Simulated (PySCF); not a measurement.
Polarisability and C₆ of I- (iodine, charge -1)

[Xe], closed-shell 1S. All numbers are calculated (PySCF 2.14, scalar relativity through the core potential, in aug-cc-pVQZ-PP with one added diffuse shell each of s, p, d, f, g type with ECP28MDF (8s8p6d4f3g, 117 functions)). Coupled (time-dependent) response in atomic units; α is the mean over directions.

```tsv
method	mean α (bohr³)	C₆ (like pair)	S(−4)
wB97X-V	67.31	932.6	1397
```

S(−4) is the Cauchy moment in α(ω) = α(0) + S(−4) ω² + …

α(iu) at wB97X-V:

| u (hartree) | α(iu) (bohr³) |
| --- | --- |
| 0 | 67.31 |
| 0.0500 | 64.09 |
| 0.100 | 56.76 |
| 0.200 | 41.51 |
| 0.300 | 30.50 |
| 0.500 | 17.95 |
| 0.750 | 10.65 |
| 1.00 | 7.065 |
| 1.50 | 3.837 |
| 2.00 | 2.469 |
| 3.00 | 1.320 |
| 5.00 | 0.5796 |

A single London oscillator, α(iu) = α/(1 + u²/ω²), gives C₆ = (3/4) ω α². Matching the computed C₆ needs ω = 4 × 932.6 / (3 × 67.31²) = 0.274 hartree.

For an ion, C₆ is the dispersion term alone; charge-induced terms of lower order in 1/R come first.

Energies and moments cover only the electrons outside the core potential.
